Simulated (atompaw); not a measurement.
**Ranking PAW (atompaw) potentials for Sm**

All share these settings but for the change named:

| Item | Value |
| --- | --- |
| Element | samarium (Sm) |
| Generator | atompaw 4.2.0.5 |
| Type | PAW |
| Functional | PBE |
| Relativity | scalar-relativistic |
| Frozen core | [Kr] 4d10 4f6 |
| Valence charge | 10 |
| Reference configuration | 5s2 5p6 5d0 6s1.5 6p0 (charge +0.5) |
| Partial waves | 5s (bound): rc 2.45 bohr; 6s (bound): rc 2.25 bohr; 5p (bound): rc 2.50 bohr; 6p (bound, empty): rc 3.00 bohr; 5d (bound, empty): rc 2.30 bohr; 5d channel at 1.7 Ry: rc 3.00 bohr |
| Local potential | ultrasoft scheme with l = 3 at 0 Ry, radius 2.70 bohr |
| Core correction | smooth core density matched at 2.55 bohr |
| Augmentation charge | gaussian compensation charge, radius 2.95 bohr; PAW radius 3.00 bohr; waves and projectors: custom rrkj gramschmidtortho |

Cutoff: the first of the cutoffs (Ry, on a coarse ladder) from which the occupation-weighted sum of valence levels, in a spherical-Bessel basis at the reference potential, stays within 10 and 1 mRy of its value at 400 Ry; the density cutoff is not measured.

The base gives 15 Ry.

Of 9 variants that were run, those that failed, showed a ghost or another fault, or gave nearly equal values are left out.

A variant can come out equal or close to the base.

Rank these variants from softest to hardest (loose cutoff).
A. all radii scaled by about 0.82 (s 2.02, p 2.06, d 1.88 bohr); local potential ultrasoft scheme with l = 3 at 0 Ry, radius 2.22 bohr; augmentation gaussian compensation charge, radius 2.42 bohr; PAW radius 2.46 bohr; waves and projectors: custom rrkj gramschmidtortho; core correction smooth core density matched at 2.10 bohr
B. wave 5p (bound): rc 2.50 bohr becomes 5p (bound): rc 2.58 bohr
C. waves 5s (bound); 6s (bound); 5p (bound); 6p (bound); 5d (bound); 5d channel at 1.7 Ry; augmentation gaussian compensation charge, radius 2.95 bohr; PAW radius 3.00 bohr; waves and projectors: bloechl

B (15 Ry), A (18 Ry), C (30 Ry).
